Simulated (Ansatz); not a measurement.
Consider the formal exchange of groups at the Al–F bond: `[F][AlH2]` + `CCCBO` → `CCC[BH][AlH2]` + `OF`.

Isolated molecules relaxed with PBE0-D4/def2-TZVP in Ansatz; ΔE leaves out vibrations. CBS: MP2 limit from def2 TZ/QZ plus the TZ coupled-cluster correction, frozen cores. This one scheme is used for every species. DFT in def2-TZVPP. Each species was taken in one conformer, which may not be the lowest.

CCSD(T)/CBS gives +190.1 kcal/mol.

Q: Another level gave +190.5 kcal/mol. Which?
A. ωB97M-V/def2-TZVPP
B. PBE-D4/def2-TZVPP
C. PBE0-D4/def2-TZVPP
D. B2PLYP/def2-TZVPP

A: D. B2PLYP 190.5, ωB97M-V 187.4, PBE0-D4 182.7, PBE-D4 176.9 kcal/mol.

Largest T1 diagnostic among the species: 0.012.

The D4 term adds −1.6 kcal/mol with B3LYP and −0.9 kcal/mol with PBE0; it sums over pairs of atoms, weighted by their polarisabilities, and B3LYP, whose exchange is more repulsive, gets the larger term. From PBE to PBE0 (25 % exact exchange), in def2-TZVPP and without D4, ΔE moves by +5.8 kcal/mol.

B3LYP here is the variant with VWN-RPA as its local correlation; programs differ in this.
